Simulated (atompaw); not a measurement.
# Reading a pseudo-wave (lead)

Columns: radius, all-electron u(r) and pseudo u(r) of the 6p shell (level -6.78 eV) of lead in the configuration [Xe] 4f14 5d10 6s2 6p1.5; LDA (PW92), scalar-relativistic, PAW (atompaw) scheme, atompaw 4.2.0.5.

| r (bohr) | all-electron | pseudo |
| --- | --- | --- |
| 0.108 | -0.1082 | 0.0035 |
| 0.215 | 0.0405 | 0.0138 |
| 0.323 | 0.1758 | 0.0307 |
| 0.431 | 0.0685 | 0.0538 |
| 0.538 | -0.1047 | 0.0820 |
| 0.646 | -0.2313 | 0.1151 |
| 0.754 | -0.2791 | 0.1521 |
| 0.862 | -0.2586 | 0.1918 |
| 0.969 | -0.1924 | 0.2330 |
| 1.077 | -0.1000 | 0.2755 |
| 1.185 | 0.0030 | 0.3181 |
| 1.292 | 0.1050 | 0.3593 |
| 1.400 | 0.2020 | 0.3994 |
| 1.508 | 0.2895 | 0.4373 |
| 1.615 | 0.3654 | 0.4723 |
| 1.723 | 0.4306 | 0.5044 |
| 1.831 | 0.4848 | 0.5331 |
| 1.938 | 0.5283 | 0.5580 |
| 2.046 | 0.5629 | 0.5795 |
| 2.154 | 0.5891 | 0.5972 |
| 2.262 | 0.6078 | 0.6110 |
| 2.369 | 0.6199 | 0.6208 |
| 2.477 | 0.6265 | 0.6266 |
| 2.585 | 0.6283 | 0.6283 |
| 2.692 | 0.6259 | 0.6259 |
| 2.800 | 0.6201 | 0.6201 |

Problem. How many radial nodes do the two functions have?

Solution. The all-electron 6p function has n − l − 1 = 4 (the table is too coarse to show those close to the nucleus); the pseudo-wave has 0, since the states of the same l below it are removed with the core.

Problem. At about which radius was the pseudo-wave matched?

Solution. 2.55 bohr, where the columns begin to agree (steps of 0.11 bohr).

Problem. Is the pseudo-wave norm-conserving?

Solution. No, it belongs to a PAW set: the norm inside the radius is not constrained, and the difference is carried by the augmentation charge.
